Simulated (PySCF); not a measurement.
TDDFT excited states: BeCl2

Species: BeCl2.
SMILES: `[Cl][Be][Cl]`

Computed with TDDFT wB97X-D/def2-SVPD, vertical, gas phase, core orbitals frozen in the response in PySCF 2.14.0, density-fitted response routines. Isolated species at its PBE0-D3(BJ)/def2-SVP geometry, gas phase.

Question: List the vertical singlet excitations with oscillator strengths and describe the spectrum.

Answer: 

| state | E (eV) | ν̃ (cm⁻¹) | f | main configurations (H = HOMO, L = LUMO) |
| --- | --- | --- | --- | --- |
| S1 | 7.96 | 64240 | 0.0000 | H-1/H→L (≥90%) |
| S2 | 7.96 | 64240 | 0.0000 | H-1/H→L (≥91%) |
| S3 | 7.97 | 64290 | 0.0000 | H-1/H→L+1/L+2 (≥73%) |
| S4 | 8.03 | 64780 | 0.0000 | H-1/H→L+1/L+2 (≥78%) |
| S5 | 8.03 | 64780 | 0.0000 | H-1/H→L+1/L+2 (≥78%) |
| S6 | 8.53 | 68800 | 0.0000 | H-3/H-2→L+1/L+2 (≥73%) |
| S7 | 8.55 | 68930 | 0.0000 | H-3/H-2→L+1/L+2 (≥77%) |
| S8 | 8.55 | 68930 | 0.0000 | H-3/H-2→L+1/L+2 (≥77%) |

Triplets (Tamm–Dancoff): T1 7.65 eV, H-1/H→L+1/L+2 (≥72%); T2 7.78 eV, H-1/H→L (≥91%); T3 7.78 eV, H-1/H→L (≥91%).

The lowest singlet level (S1/S2/S3) lies at 7.96 eV (156 nm, vacuum ultraviolet) and is dark (f under 0.0005). The largest oscillator strength of a single state is 0.0000. S1/S2/S3, S4/S5 and S7/S8 lie within about 0.01 eV of each other in each set; the point group D∞h has degenerate representations, and within a degenerate level the listed configurations can mix freely. Löwdin shares by element: HOMO (one of a set within 0.03 eV) chlorine 100%; LUMO beryllium 57%, chlorine 43%. The listed states span 0.58 eV, and the widest gap between neighbours is 0.50 eV (S5 to S6). Orbital energies (eV): HOMO-3 -12.20, HOMO-2 -12.20, HOMO-1 -11.56, HOMO -11.56, LUMO 0.96, LUMO+1 1.33, LUMO+2 1.33. The oscillator strengths of these states sum to 0.000; summed over the whole spectrum of an exact calculation they would give the number of electrons, 38 (Thomas–Reiche–Kuhn). Orbitals of the list HOMO-3 to LUMO+2 that lie within 0.01 eV of each other are written together with a slash and their weights summed (≥ marks a lower bound); for degenerate orbitals outside that list single weights are arbitrary. Only the lowest 10 singlets were computed, as vertical energies without vibronic structure. The highest level found (8.62 eV, f 0.351 so far) is left out, since the window may have cut off a degenerate partner.
